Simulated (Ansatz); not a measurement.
Problem. Name a neutral molecule of C, O, Si and H with LUMO energy (PBE0/def2-TZVPP) between -1.25 and -0.95 eV and size of the dipole moment (PBE/def2-TZVPP) between 1.80 and 2.10 D (Ansatz, PBE0-D4/def2-TZVP geometry).

Solution. `O=CC(O)[SiH3]` (-1.18 eV, 2.08 D); `C=C=C1O[SiH2]1` (-1.06 eV, 1.80 D); `OC[SiH]1[SiH2][SiH2]1` (-1.06 eV, 1.93 D). Other molecules can fit too; these were computed, each in one conformer that needn't be the lowest.
